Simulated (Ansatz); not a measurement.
Geometry optimisation, Ansatz 0.2.0, RKS r2SCAN/def2-SVP.

Input:

```yaml
crystal:
  periodic: [false, false, false]
  atoms:
    - { symbol: O, position_ang: [-0.283, -0.6846, 1.5644] }
    - { symbol: C, position_ang: [0.6013, -0.779, 0.5169] }
    - { symbol: F, position_ang: [1.2766, -1.951, 0.6883] }
    - { symbol: O, position_ang: [0.0173, -0.8366, -0.7254] }
    - { symbol: Ge, position_ang: [-0.6514, 0.7922, -1.1721] }
    - { symbol: H, position_ang: [0.193, -0.5119, 2.3862] }
    - { symbol: H, position_ang: [1.3698, 0.0633, 0.5451] }
    - { symbol: H, position_ang: [-1.5884, 1.3315, -0.0697] }
    - { symbol: H, position_ang: [0.5486, 1.7917, -1.2448] }
    - { symbol: H, position_ang: [-1.4006, 0.7333, -2.4859] }
basis:
  gaussian: { orbitals: def2-SVP }
hamiltonian:
  xc: r2scan
relax:
  f_tol: 0.015
  max_steps: 40
```

Command:

```bash
$ ansatz run input.yaml --threads 2 --pin off --max-ram 3072MiB --backend cpu --events-out ev --progress --plain --runs-dir out
```

Question: Where does it end, and by what steps?

Answer: The forces met the threshold. After 23 steps the energy has fallen by 0.392 eV; F3 moved furthest, 1.39 Å.

```tsv
step	energy less start (eV)	largest force component (eV/Å)	accepted
0	0.0000	1.278	yes
1	-0.1585	0.542	yes
2	-0.1930	0.358	yes
3	-0.2045	0.579	yes
4	-0.2178	0.526	yes
5	-0.2425	0.150	yes
6	-0.2484	0.469	yes
7	-0.2595	0.196	yes
8	-0.2638	0.320	yes
9	-0.2721	0.095	yes
10	-0.2758	0.360	yes
11	-0.2829	0.220	yes
12	-0.3123	0.168	yes
13	-0.3240	0.408	yes
14	-0.3066	1.334	no
15	-0.3430	0.177	yes
16	-0.3577	0.423	yes
17	-0.3796	0.210	yes
18	-0.3859	0.359	yes
19	-0.3900	0.185	yes
20	-0.3906	0.130	yes
21	-0.3922	0.070	yes
22	-0.3924	0.026	yes
23	-0.3925	0.010	yes
```

```xyz
10
Properties=species:S:1:pos:R:3
O 0.576 0.197 1.393
C 0.795 -0.800 0.458
F -0.112 -1.827 0.722
O 0.614 -0.306 -0.778
Ge -0.778 0.836 -1.063
H 0.511 -0.213 2.268
H 1.801 -1.259 0.536
H -2.015 0.344 -0.307
H -0.359 2.248 -0.647
H -0.950 0.729 -2.579
```

Whether the end is a true minimum wasn't checked by a vibrational analysis.

Run time: 110 s on 2 threads of Arm Neoverse V1 (shared host), peak memory 0.17 GiB.
